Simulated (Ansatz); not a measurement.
C3H13N3OTi (`C[NH][Ti]([OH])([NH]C)[NH]C`). Total charge 0; spin multiplicity 1. The geometry is a stationary point of PBE0-D4/def2-TZVP. It is one conformer, not always the lowest.

```xyz
21

C    -2.547   -0.472    1.837
N    -1.791    0.244    0.836
Ti   -0.352   -0.451   -0.168
O    -0.601   -2.211   -0.548
N    -0.148    0.554   -1.758
C     0.588    1.765   -2.030
N     1.193   -0.103    0.866
C     2.536   -0.472    0.489
H    -2.109   -1.461    1.998
H    -3.592   -0.629    1.543
H    -2.544    0.044    2.805
H    -2.200    1.142    0.614
H    -0.124   -3.036   -0.483
H    -0.569    0.172   -2.597
H     1.088    2.101   -1.119
H    -0.064    2.582   -2.366
H     1.360    1.623   -2.796
H     1.147    0.342    1.771
H     3.213    0.392    0.458
H     2.538   -0.909   -0.515
H     2.978   -1.216    1.165
```

Q: What is the dipole moment at PBE/def2-TZVPP? (An estimate is asked.)

A: Computed: 0.87 D, with components (0.71, 0.31, 0.39) D in this frame, pointing from negative to positive charge.

Q: And with r2SCAN, B3LYP, ωB97M-V? (Estimate.)

A: The calculation gave: r2SCAN 0.88 D, B3LYP 0.90 D, ωB97M-V 0.87 D.

Q: Give the Mulliken charges with PBE, r2SCAN, ωB97M-V in def2-TZVPP. (Best estimate.)

A: The calculation gave: 
```json
{"atom": "C1", "PBE": "-0.16", "r2SCAN": "-0.01", "ωB97M-V": "-0.21"}
{"atom": "N2", "PBE": "-0.33", "r2SCAN": "-0.41", "ωB97M-V": "-0.34"}
{"atom": "Ti3", "PBE": "0.56", "r2SCAN": "0.76", "ωB97M-V": "0.69"}
{"atom": "O4", "PBE": "-0.44", "r2SCAN": "-0.50", "ωB97M-V": "-0.44"}
{"atom": "N5", "PBE": "-0.32", "r2SCAN": "-0.40", "ωB97M-V": "-0.34"}
{"atom": "C6", "PBE": "-0.16", "r2SCAN": "-0.03", "ωB97M-V": "-0.22"}
{"atom": "N7", "PBE": "-0.32", "r2SCAN": "-0.40", "ωB97M-V": "-0.33"}
{"atom": "C8", "PBE": "-0.16", "r2SCAN": "-0.02", "ωB97M-V": "-0.23"}
{"atom": "H9", "PBE": "0.09", "r2SCAN": "0.04", "ωB97M-V": "0.10"}
{"atom": "H10", "PBE": "0.09", "r2SCAN": "0.05", "ωB97M-V": "0.11"}
{"atom": "H11", "PBE": "0.09", "r2SCAN": "0.05", "ωB97M-V": "0.11"}
{"atom": "H12", "PBE": "0.13", "r2SCAN": "0.13", "ωB97M-V": "0.10"}
{"atom": "H13", "PBE": "0.17", "r2SCAN": "0.19", "ωB97M-V": "0.16"}
{"atom": "H14", "PBE": "0.13", "r2SCAN": "0.13", "ωB97M-V": "0.10"}
{"atom": "H15", "PBE": "0.08", "r2SCAN": "0.04", "ωB97M-V": "0.10"}
{"atom": "H16", "PBE": "0.09", "r2SCAN": "0.05", "ωB97M-V": "0.12"}
{"atom": "H17", "PBE": "0.08", "r2SCAN": "0.05", "ωB97M-V": "0.11"}
{"atom": "H18", "PBE": "0.13", "r2SCAN": "0.13", "ωB97M-V": "0.10"}
{"atom": "H19", "PBE": "0.08", "r2SCAN": "0.05", "ωB97M-V": "0.11"}
{"atom": "H20", "PBE": "0.08", "r2SCAN": "0.04", "ωB97M-V": "0.10"}
{"atom": "H21", "PBE": "0.09", "r2SCAN": "0.05", "ωB97M-V": "0.12"}
```

B3LYP here is the variant with VWN-RPA as its local correlation; programs differ in this.
